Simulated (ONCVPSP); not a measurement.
Cutoff test, Mn (Z = 25), ONCV

```json
{
 "Element": "manganese",
 "Generator": "ONCVPSP 4.0.1",
 "Type": "optimised norm-conserving Vanderbilt (ONCV)",
 "Functional": "PW91",
 "Relativity": "scalar-relativistic",
 "Frozen core": "[Ne]",
 "Valence charge": "15",
 "Reference configuration": "3s2 3p6 3d5 4s2",
 "Partial waves": "3s+4s: rc 1.60 bohr, ncon 5, nbas 9, qcut 6.5 1/bohr, 2 projectors; 3p: rc 1.20 bohr, ncon 4, nbas 7, qcut 13.7 1/bohr, 2 projectors, debl 2 Ha; 3d: rc 1.45 bohr, ncon 4, nbas 9, qcut 11.4 1/bohr, 2 projectors, debl 0.8 Ha",
 "Local potential": "polynomial inside 1.05 bohr (lpopt 5, dvloc0 -1 Ha)",
 "Core correction": "Teter function, fcfact 3.5, rcfact 1.25"
}
```

In the p channel the program set the typed energies aside and used -2.008, 0.250 Ha.

For each optimised wave give the share of its norm inside rc, the residual kinetic energy above qcut (Ha) and the cutoffs (Ha) for errors of 10, 1, 0.1 and 0.01 mHa per electron.

| wave | norm inside rc | residual KE | 10 mHa | 1 mHa | 0.1 mHa | 0.01 mHa |
| --- | --- | --- | --- | --- | --- | --- |
| 3s | 0.975 | 9.7e-05 | 8.2 | 10.9 | 20.9 | 82.5 |
| 4s | 0.067 | 8.4e-05 | 6.1 | 9.3 | 20.4 | 65.7 |
| 3p | 0.814 | 4.9e-08 | 22.6 | 28.5 | 50.2 | 65.2 |
| p projector 2 | 0.055 | 3.7e-09 | 17.9 | 24.6 | 31.6 | 59.5 |
| 3d | 0.717 | 6.5e-07 | 39.7 | 47.8 | 54.2 | 59.1 |
| d projector 2 | 0.104 | 4.3e-07 | 35.5 | 45.4 | 52.6 | 58.4 |

The occupied waves need 48 Ha and 54 Ha for 1 and 0.1 mHa.
